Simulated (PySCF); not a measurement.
Calculation: TPSSh-D3(BJ)/def2-TZVP // TPSS-D3(BJ)/def2-SVP (PySCF 2.14.0). Isolated molecules, 0 K electronic values unless said otherwise. 

Reference species: [Zn(Cl)(CH3)] (neutral, multiplicity 1).

```
Property                                                       Result
------------------------------------------------------------  -------
coordination number                                                 2
mean distance from the central atom to its bonded neighbours  2.030 Å
```

Changed species: [Zn(Cl)2] (0 of 2 Cl replaced by CH3; the reference has 1 of 2 Cl replaced by CH3).

Question: Predict the effect on the coordination number and mean distance from the central atom to its bonded neighbours.

Answer: the coordination number stays essentially unchanged; the mean distance from the central atom to its bonded neighbours increases by 0.074 Å, to 2.104 Å.
